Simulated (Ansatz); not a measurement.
The cluster TaSe₂⁺, relaxed as a singlet with RKS r2SCAN-D4/def2-TZVP in Ansatz, starting from the GFN1-xTB geometry. Force threshold 0.02 eV/Å.

In the def2 sets Ta takes a core potential; there is no spin–orbit coupling. The relaxation made no stability test and no search for a lower SCF solution. The structure comes from a short search, and lower isomers may exist.

Start:

Cartesian coordinates in Å:
```
Ta -0.620 0.243 0.660
Se -0.772 0.619 -1.619
Se 1.392 -0.862 0.959
```

```
        step   energy (eV)  largest force component (eV/Å)  SCF passes
           1  -132244.0227                           1.522          20
2 (rejected)  -132244.0083                           1.968          28
           3  -132244.0990                           0.095          29
           4  -132244.0995                           0.010          23
```

Force components are those of the run's own axes.

End:

Cartesian coordinates in Å:
```
Ta -0.603 0.236 0.642
Se -0.758 0.607 -1.582
Se 1.361 -0.843 0.940
```

By distances, no bond broke or formed. The bond that changes most is Ta1–Se3, from 2.31 to 2.26 Å (atoms count from 1).

No frequencies were taken in this run, so the end may be a saddle point.

Hardware: 4 threads of AMD EPYC 7B13 on a shared host. Wall time 6.5 s.
